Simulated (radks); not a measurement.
Question: Method: Dirac Kohn-Sham, BLYP, spin-unpolarised, spherical densities, finite nucleus; open shells fill j = l - 1/2 first; Fermi nuclear charge, rms radius of each element as measured or else 0.836 A^(1/3) + 0.57 fm; computed with a radial shooting solver on a logarithmic mesh with Libxc functionals. Each species is in its NIST ground configuration. Rank N2+, O2+, F2+, C2+, Be2+, B2+, Ne2+ by radius at which the density is 0.001 e/bohr^3 (bohr), largest first.

Answer: B2+ 2.88, C2+ 2.80, N2+ 2.69, O2+ 2.58, F2+ 2.48, Ne2+ 2.39, Be2+ 1.48.
